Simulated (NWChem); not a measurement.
System: C2H4ClNOSi; SMILES O=C/N=C/[SiH2]Cl

Input file for NWChem:

```
start job
memory heap 200 mb stack 900 mb global 1100 mb
geometry units angstroms noautosym nocenter noautoz
  O     -0.042070     3.847449     0.000000
  C     -0.486474     2.731461     0.000000
  N      0.341906     1.562945     0.000000
  C     -0.291892     0.448701     0.000000
  Si     0.773609    -1.119936     0.000000
  Cl    -0.483666    -2.775564     0.000000
  H     -1.581663     2.519326     0.000000
  H     -1.398047     0.411854     0.000000
  H      1.604109    -1.149988     1.223000
  H      1.604109    -1.149988    -1.223000
end
basis spherical
  * library 6-31g*
end
dft
  xc b3lyp
  iterations 150
end
cosmo
  do_cosmo_smd true
  solvent toluene
end
task dft energy
```

Excerpt of the output:

```
             Northwest Computational Chemistry Package (NWChem) 7.3.0
             --------------------------------------------------------

                             Geometry "geometry" -> ""
                             -------------------------

 Output coordinates in angstroms (scale by  1.889725989 to convert to a.u.)

  No.       Tag          Charge          X              Y              Z
 ---- ---------------- ---------- -------------- -------------- --------------
    1 O                    8.0000    -0.04207000     3.84744900     0.00000000
    2 C                    6.0000    -0.48647400     2.73146100     0.00000000
    3 N                    7.0000     0.34190600     1.56294500     0.00000000
    4 C                    6.0000    -0.29189200     0.44870100     0.00000000
    5 Si                  14.0000     0.77360900    -1.11993600     0.00000000
    6 Cl                  17.0000    -0.48366600    -2.77556400     0.00000000
    7 H                    1.0000    -1.58166300     2.51932600     0.00000000
    8 H                    1.0000    -1.39804700     0.41185400     0.00000000
    9 H                    1.0000     1.60410900    -1.14998800     1.22300000
   10 H                    1.0000     1.60410900    -1.14998800    -1.22300000

 Effective nuclear repulsion energy (a.u.)     308.6253410691

                                 NWChem DFT Module
                                 -----------------

 Summary of "ao basis" -> "ao basis" (spherical)
 ------------------------------------------------------------------------------
       Tag                 Description            Shells   Functions and Types
 ---------------- ------------------------------  ------  ---------------------
 O                           6-31g*                  6       14   3s2p1d
 C                           6-31g*                  6       14   3s2p1d
 N                           6-31g*                  6       14   3s2p1d
 Si                          6-31g*                  8       18   4s3p1d
 Cl                          6-31g*                  8       18   4s3p1d
 H                           6-31g*                  2        2   2s

 in cosmo_initialize ...
 calling solv_data for solv:toluene

[...]

                                COSMO-SMD solvation results
                                ---------------------------

             internal energy in gas <Psi(g)|H|Psi(g)> =      -958.283876503227
         internal energy in solvent <Psi(s)|H|Psi(s)> =      -958.283147625265
                               delta internal energy  =         0.000728877961 (    0.46 kcal/mol)
   total free energy in solvent <Psi(s)|H+V/2|Psi(s)> =      -958.289781141727
 polarization energy contribution <Psi(s)|V/2|Psi(s)> =        -0.006633516462 (   -4.16 kcal/mol)
    total free energy in solvent including G(SMD-CDS) =      -958.291604408019
                       G(SMD-CDS) energy contribution =        -0.001823266292 (   -1.14 kcal/mol)
     1 M fixed-concentration free energy of solvation =        -0.007727904793 (   -4.85 kcal/mol)

                       DFT Final Molecular Orbital Analysis
                       ------------------------------------

 Vector   29  Occ=2.000000D+00  E=-3.238698D-01
              MO Center=  1.5D-01, -1.8D+00, -5.3D-09, r^2= 4.6D+00
   Bfn.  Coefficient  Atom+Function         Bfn.  Coefficient  Atom+Function
  ----- ------------  ---------------      ----- ------------  ---------------
    83      0.573954   6 Cl pz               87      0.321671   6 Cl pz
    79     -0.224159   6 Cl pz               98     -0.213986   9 H  s
   100      0.213986  10 H  s                65     -0.181370   5 Si pz
    97     -0.151844   9 H  s                99      0.151844  10 H  s
    33      0.144345   3 N  pz                5     -0.116908   1 O  pz

 Vector   30  Occ=2.000000D+00  E=-3.097212D-01
              MO Center=  9.4D-02,  2.3D+00, -1.4D-11, r^2= 3.5D+00
   Bfn.  Coefficient  Atom+Function         Bfn.  Coefficient  Atom+Function
  ----- ------------  ---------------      ----- ------------  ---------------
    34     -0.433361   3 N  s                 3      0.419486   1 O  px
    31     -0.288569   3 N  px                7      0.276480   1 O  px
    45      0.200141   4 C  px                4     -0.163638   1 O  py
    30     -0.161613   3 N  s                48      0.151758   4 C  s
    35     -0.150833   3 N  px               96     -0.142546   8 H  s

 Vector   31  Occ=2.000000D+00  E=-2.691373D-01
              MO Center= -1.0D-01,  2.2D+00,  7.4D-11, r^2= 3.7D+00
   Bfn.  Coefficient  Atom+Function         Bfn.  Coefficient  Atom+Function
  ----- ------------  ---------------      ----- ------------  ---------------
     3      0.382476   1 O  px               31      0.359485   3 N  px
    35      0.299215   3 N  px                7      0.273071   1 O  px
    94      0.271292   7 H  s                96      0.176817   8 H  s
    93      0.165069   7 H  s                17     -0.137583   2 C  px
    32     -0.133938   3 N  py                4     -0.129558   1 O  py

 Vector   32  Occ=0.000000D+00  E=-9.327921D-02
              MO Center= -9.0D-02,  1.4D+00,  1.9D-10, r^2= 3.5D+00
   Bfn.  Coefficient  Atom+Function         Bfn.  Coefficient  Atom+Function
  ----- ------------  ---------------      ----- ------------  ---------------
    51      0.413030   4 C  pz               47      0.406038   4 C  pz
    37     -0.301587   3 N  pz                5      0.288336   1 O  pz
    33     -0.274540   3 N  pz                9      0.266357   1 O  pz
    19     -0.265407   2 C  pz               98     -0.231234   9 H  s
   100      0.231234  10 H  s                23     -0.229707   2 C  pz

[...]
```

Level: B3LYP/6-31G* (spherical d), SMD on the gas-phase geometry. Structure relaxed at the B3LYP/6-31G* (spherical d) level. B3LYP is NWChem's, with the RPA form of VWN correlation. Solvent: toluene.
